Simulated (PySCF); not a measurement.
NP, charge -1, doublet, at a GFN2-xTB geometry (a state made from the parent by changing its charge; the spin is typed, not shown lowest), with bond 2-1 at 1.3 times its length; HF/pcseg-1 run with PySCF.

The PySCF input:
```python
from pyscf import gto, scf

mol = gto.Mole()
mol.atom = '''
    N    -0.00000000   -0.00000000   -1.03321469
    P     0.00000000    0.00000000    0.93678131
'''
mol.basis = 'pcseg-1'
mol.charge = -1
mol.spin = 1
mol.verbose = 4
mol.build()

mf = scf.UHF(mol)
mf.level_shift = 0.5
mf.max_cycle = 100
mf.kernel()
```

Q: Write the output that PySCF gives for this input, abridged.

A: 
```
PySCF version 2.14.0

[INPUT] verbose = 4
[INPUT] num. atoms = 2
[INPUT] num. electrons = 23
[INPUT] charge = -1
[INPUT] spin (= nelec alpha-beta = 2S) = 1
[INPUT] symmetry False subgroup None
[INPUT] Mole.unit = angstrom
[INPUT] Symbol           X                Y                Z      unit          X                Y                Z       unit  Magmom
[...]
nuclear repulsion = 28.2049339930639
number of shells = 6
number of NR pGTOs = 69
number of NR cGTOs = 32
basis = pcseg-1
ecp = {}

******** <class 'pyscf.scf.uhf.UHF'> ********
method = UHF
initial guess = minao
damping factor = 0
level_shift factor = 0.5
DIIS = <class 'pyscf.scf.diis.CDIIS'>
diis_start_cycle = 1
diis_space = 8
diis_damp = 0
SCF conv_tol = 1e-09
SCF conv_tol_grad = None
SCF max_cycles = 100
direct_scf = True
direct_scf_tol = 1e-13
number electrons alpha = 12  beta = 11
Set gradient conv threshold to 3.16228e-05
init E= -394.353322664993

cycle= 1 E= -394.938535179125  delta_E= -0.585  |g|= 0.205  |ddm|= 1.25
cycle= 2 E= -394.965188413099  delta_E= -0.0267  |g|= 0.104  |ddm|= 0.204
cycle= 3 E= -394.972709861881  delta_E= -0.00752  |g|= 0.0493  |ddm|= 0.101
cycle= 4 E= -394.976245828746  delta_E= -0.00354  |g|= 0.031  |ddm|= 0.0694
cycle= 5 E= -394.978275882588  delta_E= -0.00203  |g|= 0.0235  |ddm|= 0.0529
cycle= 6 E= -394.979976543921  delta_E= -0.0017  |g|= 0.0223  |ddm|= 0.0457
cycle= 7 E= -394.980761835198  delta_E= -0.000785  |g|= 0.0228  |ddm|= 0.0218
cycle= 8 E= -394.981165849045  delta_E= -0.000404  |g|= 0.0237  |ddm|= 0.0116
cycle= 9 E= -394.981318611798  delta_E= -0.000153  |g|= 0.0248  |ddm|= 0.00595
cycle= 10 E= -394.981216600126  delta_E= 0.000102  |g|= 0.0245  |ddm|= 0.00801
cycle= 11 E= -394.981302953769  delta_E= -8.64e-05  |g|= 0.0208  |ddm|= 0.0311
cycle= 12 E= -394.981655899879  delta_E= -0.000353  |g|= 0.0189  |ddm|= 0.0263
cycle= 13 E= -394.982566358181  delta_E= -0.00091  |g|= 0.017  |ddm|= 0.0454
cycle= 14 E= -394.983061986905  delta_E= -0.000496  |g|= 0.0164  |ddm|= 0.024
cycle= 15 E= -394.983396954245  delta_E= -0.000335  |g|= 0.0164  |ddm|= 0.0145
cycle= 16 E= -394.98356798745  delta_E= -0.000171  |g|= 0.0165  |ddm|= 0.00875
cycle= 17 E= -394.983862934743  delta_E= -0.000295  |g|= 0.0162  |ddm|= 0.0151
cycle= 18 E= -394.984023386035  delta_E= -0.00016  |g|= 0.0163  |ddm|= 0.00787
cycle= 19 E= -394.984143184409  delta_E= -0.00012  |g|= 0.0166  |ddm|= 0.00443
cycle= 20 E= -394.984185497229  delta_E= -4.23e-05  |g|= 0.017  |ddm|= 0.00551
cycle= 21 E= -394.984101462025  delta_E= 8.4e-05  |g|= 0.0177  |ddm|= 0.00557
cycle= 22 E= -394.984223086374  delta_E= -0.000122  |g|= 0.0172  |ddm|= 0.00679
cycle= 23 E= -394.984478476364  delta_E= -0.000255  |g|= 0.017  |ddm|= 0.00925
cycle= 24 E= -394.984463513599  delta_E= 1.5e-05  |g|= 0.0173  |ddm|= 0.00238
cycle= 25 E= -394.984762951362  delta_E= -0.000299  |g|= 0.017  |ddm|= 0.00979
cycle= 26 E= -394.984593233378  delta_E= 0.00017  |g|= 0.017  |ddm|= 0.00898
cycle= 27 E= -394.984092857857  delta_E= 0.0005  |g|= 0.0174  |ddm|= 0.0166
cycle= 28 E= -394.982854251117  delta_E= 0.00124  |g|= 0.0167  |ddm|= 0.0422
cycle= 29 E= -394.981501343374  delta_E= 0.00135  |g|= 0.0154  |ddm|= 0.0511
cycle= 30 E= -394.980472849524  delta_E= 0.00103  |g|= 0.0133  |ddm|= 0.0492
cycle= 31 E= -394.979908913888  delta_E= 0.000564  |g|= 0.0108  |ddm|= 0.0357
cycle= 32 E= -394.97941776579  delta_E= 0.000491  |g|= 0.00848  |ddm|= 0.0435
cycle= 33 E= -394.979306403973  delta_E= 0.000111  |g|= 0.00631  |ddm|= 0.0182
cycle= 34 E= -394.979190911794  delta_E= 0.000115  |g|= 0.00455  |ddm|= 0.0222
cycle= 35 E= -394.979146866707  delta_E= 4.4e-05  |g|= 0.00314  |ddm|= 0.0149
cycle= 36 E= -394.979127378296  delta_E= 1.95e-05  |g|= 0.00218  |ddm|= 0.0107
cycle= 37 E= -394.979121378541  delta_E= 6e-06  |g|= 0.00146  |ddm|= 0.00703
cycle= 38 E= -394.97912058877  delta_E= 7.9e-07  |g|= 0.000957  |ddm|= 0.00445
cycle= 39 E= -394.979121049317  delta_E= -4.61e-07  |g|= 0.000655  |ddm|= 0.00311
[...]
cycle= 54 E= -394.979121399625  delta_E= -6.85e-09  |g|= 0.000115  |ddm|= 0.00026
cycle= 55 E= -394.979121391159  delta_E= 8.47e-09  |g|= 0.000109  |ddm|= 0.000185
cycle= 56 E= -394.979121385855  delta_E= 5.3e-09  |g|= 0.000104  |ddm|= 9.12e-05
cycle= 57 E= -394.979121363853  delta_E= 2.2e-08  |g|= 0.000103  |ddm|= 0.000231
cycle= 58 E= -394.979121358088  delta_E= 5.76e-09  |g|= 9.28e-05  |ddm|= 0.000144
cycle= 59 E= -394.979121351204  delta_E= 6.88e-09  |g|= 8.63e-05  |ddm|= 0.000146
cycle= 60 E= -394.979121347645  delta_E= 3.56e-09  |g|= 8.76e-05  |ddm|= 7.82e-05
cycle= 61 E= -394.979121342159  delta_E= 5.49e-09  |g|= 8.82e-05  |ddm|= 4.69e-05
cycle= 62 E= -394.979121336037  delta_E= 6.12e-09  |g|= 8.24e-05  |ddm|= 6.87e-05
cycle= 63 E= -394.979121330197  delta_E= 5.84e-09  |g|= 7.64e-05  |ddm|= 6.61e-05
cycle= 64 E= -394.979121326822  delta_E= 3.37e-09  |g|= 6.92e-05  |ddm|= 6.82e-05
cycle= 65 E= -394.979121327943  delta_E= -1.12e-09  |g|= 6.23e-05  |ddm|= 8.98e-05
cycle= 66 E= -394.979121328853  delta_E= -9.1e-10  |g|= 5.91e-05  |ddm|= 6.46e-05
cycle= 67 E= -394.97912133149  delta_E= -2.64e-09  |g|= 5.7e-05  |ddm|= 8.07e-05
cycle= 68 E= -394.979121334168  delta_E= -2.68e-09  |g|= 5.66e-05  |ddm|= 5.67e-05
cycle= 69 E= -394.979121336206  delta_E= -2.04e-09  |g|= 5.71e-05  |ddm|= 3.43e-05
cycle= 70 E= -394.979121337768  delta_E= -1.56e-09  |g|= 5.81e-05  |ddm|= 1.9e-05
cycle= 71 E= -394.979121337228  delta_E= 5.4e-10  |g|= 6.01e-05  |ddm|= 1.52e-05
cycle= 72 E= -394.97912133516  delta_E= 2.07e-09  |g|= 6.03e-05  |ddm|= 3.72e-05
cycle= 73 E= -394.979121333965  delta_E= 1.2e-09  |g|= 5.97e-05  |ddm|= 1.94e-05
cycle= 74 E= -394.979121334507  delta_E= -5.42e-10  |g|= 5.96e-05  |ddm|= 3.4e-05
cycle= 75 E= -394.979121332677  delta_E= 1.83e-09  |g|= 5.94e-05  |ddm|= 2.25e-05
cycle= 76 E= -394.979121332334  delta_E= 3.42e-10  |g|= 5.76e-05  |ddm|= 1.21e-05
cycle= 77 E= -394.979121332836  delta_E= -5.02e-10  |g|= 5.73e-05  |ddm|= 1.45e-05
cycle= 78 E= -394.979121335229  delta_E= -2.39e-09  |g|= 5.69e-05  |ddm|= 3.52e-05
cycle= 79 E= -394.979121333227  delta_E= 2e-09  |g|= 5.83e-05  |ddm|= 2.35e-05
cycle= 80 E= -394.979121333971  delta_E= -7.44e-10  |g|= 5.75e-05  |ddm|= 1.41e-05
cycle= 81 E= -394.979121333663  delta_E= 3.08e-10  |g|= 5.83e-05  |ddm|= 8.02e-06
cycle= 82 E= -394.979121333639  delta_E= 2.37e-11  |g|= 5.79e-05  |ddm|= 1.38e-05
cycle= 83 E= -394.979121332215  delta_E= 1.42e-09  |g|= 5.86e-05  |ddm|= 2.86e-05
cycle= 84 E= -394.979121335163  delta_E= -2.95e-09  |g|= 5.68e-05  |ddm|= 3.51e-05
cycle= 85 E= -394.97912133965  delta_E= -4.49e-09  |g|= 5.79e-05  |ddm|= 4.96e-05
cycle= 86 E= -394.979121335359  delta_E= 4.29e-09  |g|= 5.8e-05  |ddm|= 4.9e-05
cycle= 87 E= -394.979121332198  delta_E= 3.16e-09  |g|= 5.78e-05  |ddm|= 3.74e-05
cycle= 88 E= -394.979121335536  delta_E= -3.34e-09  |g|= 5.64e-05  |ddm|= 5.71e-05
cycle= 89 E= -394.979121337039  delta_E= -1.5e-09  |g|= 5.75e-05  |ddm|= 3.55e-05
cycle= 90 E= -394.979121335165  delta_E= 1.87e-09  |g|= 5.87e-05  |ddm|= 5.07e-05
cycle= 91 E= -394.9791213326  delta_E= 2.56e-09  |g|= 5.77e-05  |ddm|= 3.07e-05
cycle= 92 E= -394.979121331919  delta_E= 6.81e-10  |g|= 5.7e-05  |ddm|= 1.15e-05
cycle= 93 E= -394.979121330546  delta_E= 1.37e-09  |g|= 5.68e-05  |ddm|= 2.02e-05
cycle= 94 E= -394.979121329821  delta_E= 7.25e-10  |g|= 5.69e-05  |ddm|= 2.43e-05
cycle= 95 E= -394.97912133102  delta_E= -1.2e-09  |g|= 5.59e-05  |ddm|= 2.04e-05
cycle= 96 E= -394.979121332369  delta_E= -1.35e-09  |g|= 5.67e-05  |ddm|= 2.73e-05
cycle= 97 E= -394.979121331604  delta_E= 7.65e-10  |g|= 5.65e-05  |ddm|= 1.88e-05
cycle= 98 E= -394.979121328523  delta_E= 3.08e-09  |g|= 5.59e-05  |ddm|= 4.31e-05
cycle= 99 E= -394.979121330904  delta_E= -2.38e-09  |g|= 5.54e-05  |ddm|= 3.29e-05
cycle= 100 E= -394.979121332132  delta_E= -1.23e-09  |g|= 5.66e-05  |ddm|= 2.05e-05
SCF not converged.
SCF energy = -394.979121332132 after 100 cycles  <S^2> = 0.78104098  2S+1 = 2.0308038
```

The run did not converge; its last values are not results.
